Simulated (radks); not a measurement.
Results of a calculation; reference values are marked as such.
Species: the barium ion Ba42+. Configuration: [Ne] 3s2 3p2.

Level of theory: scalar-relativistic Kohn-Sham, BLYP, spin-polarised, spherical densities, finite nucleus; open shells are filled with parallel spins first (spin-orbit coupling, left out, can overturn this in heavy ions); Fermi nuclear charge, rms radius 4.8378 fm (a radial shooting solver on a logarithmic mesh with Libxc functionals).

Energy parts (hartree):
part                       energy
total                  -6523.6994
kinetic                 6961.9446
electron-nucleus      -14164.2526
Hartree                  789.8735
exchange-correlation    -111.2650

Orbitals (lengths in bohr, moments of r in powers of bohr; <r^-3> diverges for s and p1/2; r(90%) holds 90 % of the orbital's charge):
orbital,occ.,eigenvalue (hartree),r(90%),<r>,<r^-3>,<r^2>
1s up,1,-1467.787,0.0461,0.02557,-,0.0008876
1s down,1,-1467.592,0.0460,0.02557,-,0.0008875
2s up,1,-310.1184,0.167,0.1082,-,0.01378
2s down,1,-309.9649,0.167,0.1082,-,0.01376
2p up,3,-288.7994,0.153,0.09458,7233,0.01087
2p down,3,-288.5898,0.153,0.09456,7230,0.01087
3s up,1,-123.1472,0.380,0.2620,-,0.07807
3s down,1,-122.4311,0.380,0.2623,-,0.07826
3p up,2,-116.5427,0.376,0.2541,1872,0.07444
3p down,0,-115.8293,0.376,0.2543,1871,0.07461

The highest occupied level is 3p up at -3171.3 eV. Spin moment in Bohr magnetons: 2. The electron density at the nucleus is 3.359e+05 e/bohr^3 (large components only). The density falls to 0.001 e/bohr^3 at r = 0.73 bohr. For comparison, the ionisation energy in NIST's Atomic Spectra Database is 3266 eV (theoretical). In exact Kohn-Sham theory the highest level is minus the ionisation energy, but local and semilocal functionals leave it too shallow, through self-interaction and a potential that decays too fast; potentials with the right tail come closer.
